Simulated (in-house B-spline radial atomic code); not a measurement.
# PBE hybrid excitations of Ga3+

Method: PBE hybrid with 0 exact exchange. Computed with an all-electron radial atomic-structure program (B-spline basis): linear response of the closed shell [Ar] 3d10 with the functional's adiabatic kernel; scalar-relativistic (spin-free one-electron X2C), finite nucleus, no spin-orbit coupling, no double excitations, S, P, D and F terms only. Only terms of natural parity with L up to 3 were computed.

Command:
```bash
python run_td.py task.json out
```
Settings (radii: box in bohr, nucleus in fm):
```
Z                        31
electrons                28
configuration            [Ar] 3d10
hamiltonian              x2c
method                   pbeh
box_radius               23.08
exact_exchange_fraction  0
rms_radius               3.9973
intervals                72
```

Cost of the run: 1.6 s on 1 thread of Arm Neoverse N1, on a shared host.

The lowest states, in the order of their Tamm-Dancoff energies; the method's threshold (minus the highest occupied level) is 52.48 eV. Labels give the largest channel, * marks a mixed state, and oscillator strengths are full-response dipole values. Semilocal kernels can invert the small singlet-triplet splittings of Rydberg terms. Energies in eV:

```csv
state,full response,Tamm-Dancoff,oscillator strength
3d → 4s 3D,?,?,-
3d → 4s 1D,16.113,16.122,-
3d → 4p 3P,24.692,24.716,-
3d → 4p 3F,24.831,24.846,-
3d → 4p 1F,25.189,25.191,-
3d → 4p 1P,26.090,26.165,0.508
3d → 4d 3S,36.59,36.62,-
3d → 4d 3D,37.14,37.15,-
3d → 4d 1D,?,?,-
3d → 5s 3D,37.68,37.69,-
3d → 5s 1D,37.85,37.85,-
3d → 4d 1S,39.50,39.82,-
3d → 5p 3P,40.53,40.53,-
3d → 5p 3F,40.57,40.57,-
3d → 5p 1F,40.66,40.66,-
3d → 5p 1P,40.84,40.86,0.0474
3d → 4f 3P,44.03,44.03,-
3d → 4f 3F,44.10,44.10,-
3d → 4f 1F,44.11,44.11,-
3d → 4f 1P,44.15,44.15,0.19
3d → 5d 3S,44.37,44.38,-
3d → 6s 3D,44.46,44.46,-
```

**Question.** Where does 3d → 4s 3D lie?

**Answer.** At 15.472 eV in full response, 15.494 eV in Tamm-Dancoff.

**Question.** Where does 3d → 4d 1D lie?

**Answer.** At 37.46 eV in full response, 37.47 eV in Tamm-Dancoff.

**Question.** How large is the singlet-triplet splitting of 3d → 4s (D terms) in Tamm-Dancoff?

**Answer.** 0.628 eV, from the unrounded values.

**Question.** What polarisabilities and dispersion coefficient does the method give?

**Answer.** Dipole 1.495 bohr³, quadrupole 3.222 bohr⁵, C6 3.357 hartree·bohr⁶ for two such species.
